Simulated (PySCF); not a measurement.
Isomers of C7H11NSi2.

All values: PBE0/pcSseg-1 (PySCF) at GFN2-xTB geometries, gas phase, one conformer each.

Question: Rank by the highest IAO charge on any atom, lowest value first.
A. `[CH:1]#[C:2][C:3]#[C:4][Si@H:5]([SiH2:6][NH2:7])[CH:8]1[CH2:9][CH2:10]1` with C4–Si5–Si6–N7 50°, Si5–Si6–N7–H 173° and -48°, C4–Si5–C8–C9 31°
B. `[CH:1]1=[CH:2][C@H:3]([n:4]2[cH:5][cH:6][cH:7][cH:8]2)[SiH2:9][SiH2:10]1` with C2–C3–N4–C5 135°, C1–C2–C3–N4 135°, C2–C3–Si9–Si10 -10°, C3–Si9–Si10–C1 8°, C2–C1–Si10–Si9 -5°
C. `[CH3:1][C:2]#[C:3][Si@@H:4]1[CH2:5][SiH2:6][C@@H:7]([C:8]#[N:9])[CH2:10]1` with C3–Si4–C5–Si6 -106°, Si4–C5–Si6–C7 12°, C5–Si6–C7–C8 -158°, Si6–C7–C10–Si4 44°

Answer: B (+0.442 e), A (+0.623 e), C (+0.923 e).

Question: Rank by HOMO–LUMO gap, highest first.
A. `[CH3:1][C:2]#[C:3][Si@@H:4]1[CH2:5][SiH2:6][C@H:7]([C:8]#[N:9])[CH2:10]1` with C3–Si4–C5–Si6 -120°, Si4–C5–Si6–C7 -16°, C5–Si6–C7–C8 160°, Si6–C7–C10–Si4 -43°
B. `[CH:1]#[C:2][C:3]#[C:4][Si@H:5]([SiH2:6][NH2:7])[CH:8]1[CH2:9][CH2:10]1` with C4–Si5–Si6–N7 50°, Si5–Si6–N7–H 173° and -48°, C4–Si5–C8–C9 31°
C. `[CH:1]1=[CH:2][C@H:3]([n:4]2[cH:5][cH:6][cH:7][cH:8]2)[SiH2:9][SiH2:10]1` with C2–C3–N4–C5 135°, C1–C2–C3–N4 135°, C2–C3–Si9–Si10 -10°, C3–Si9–Si10–C1 8°, C2–C1–Si10–Si9 -5°

Answer: A (7.59 eV), B (5.85 eV), C (5.48 eV).

Question: Rank by the highest Hirshfeld charge on any atom, highest value first.
A. `[CH3:1][C:2]#[C:3][Si@@H:4]1[CH2:5][SiH2:6][C@@H:7]([C:8]#[N:9])[CH2:10]1` with C3–Si4–C5–Si6 -106°, Si4–C5–Si6–C7 12°, C5–Si6–C7–C8 -158°, Si6–C7–C10–Si4 44°
B. `[CH:1]#[C:2][C:3]#[C:4][Si@H:5]([SiH2:6][NH2:7])[CH:8]1[CH2:9][CH2:10]1` with C4–Si5–Si6–N7 50°, Si5–Si6–N7–H 173° and -48°, C4–Si5–C8–C9 31°
C. `[CH:1]1=[CH:2][C@H:3]([n:4]2[cH:5][cH:6][cH:7][cH:8]2)[SiH2:9][SiH2:10]1` with C2–C3–N4–C5 135°, C1–C2–C3–N4 135°, C2–C3–Si9–Si10 -10°, C3–Si9–Si10–C1 8°, C2–C1–Si10–Si9 -5°

Answer: A (+0.386 e), B (+0.292 e), C (+0.240 e).

All values together:

```
                          SMILES  μ (D)  HOMO (eV)  LUMO (eV)  lowest IAO charge (e)  highest IAO charge (e)  lowest Hirshfeld charge (e)  highest Hirshfeld charge (e)
      C#CC#C[Si@H]([SiH2]N)C1CC1   1.17      -7.16      -1.31             -0.840 (N)             +0.623 (Si)                   -0.320 (N)                   +0.292 (Si)
 CC#C[Si@@H]1C[SiH2][C@H](C#N)C1   5.34      -7.83      -0.24             -0.840 (C)             +0.924 (Si)                 -0.249 (C/N)                   +0.385 (Si)
CC#C[Si@@H]1C[SiH2][C@@H](C#N)C1   5.54      -7.87      -0.25             -0.838 (C)             +0.923 (Si)                 -0.249 (C/N)                   +0.386 (Si)
 C1=C[C@H](n2cccc2)[SiH2][SiH2]1   1.85      -6.08      -0.60             -0.426 (C)             +0.442 (Si)                   -0.142 (C)                   +0.240 (Si)
```

Conformers: `[CH:1]#[C:2][C:3]#[C:4][Si@H:5]([SiH2:6][NH2:7])[CH:8]1[CH2:9][CH2:10]1` with C4–Si5–Si6–N7 50°, Si5–Si6–N7–H 173° and -48°, C4–Si5–C8–C9 31°; `[CH3:1][C:2]#[C:3][Si@@H:4]1[CH2:5][SiH2:6][C@H:7]([C:8]#[N:9])[CH2:10]1` with C3–Si4–C5–Si6 -120°, Si4–C5–Si6–C7 -16°, C5–Si6–C7–C8 160°, Si6–C7–C10–Si4 -43°; `[CH3:1][C:2]#[C:3][Si@@H:4]1[CH2:5][SiH2:6][C@@H:7]([C:8]#[N:9])[CH2:10]1` with C3–Si4–C5–Si6 -106°, Si4–C5–Si6–C7 12°, C5–Si6–C7–C8 -158°, Si6–C7–C10–Si4 44°; `[CH:1]1=[CH:2][C@H:3]([n:4]2[cH:5][cH:6][cH:7][cH:8]2)[SiH2:9][SiH2:10]1` with C2–C3–N4–C5 135°, C1–C2–C3–N4 135°, C2–C3–Si9–Si10 -10°, C3–Si9–Si10–C1 8°, C2–C1–Si10–Si9 -5°.
